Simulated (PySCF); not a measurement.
A structure optimised at B3LYP-D3(BJ)/def2-TZVP, used in a PySCF frequency run:

```xyz
3

Br     0.0000    -1.6871     0.0566
B      0.0000     0.0000    -0.7927
Br     0.0000     1.6871     0.0566
```
Charge 0, spin multiplicity 2.

Problem. Write its SMILES, formula and point group.

Solution. Br[B]Br, BBr2, C2v

Problem. What are its rotational constants (standard atomic weights)?

Solution. 69.191, 1.1110, 1.0935 GHz
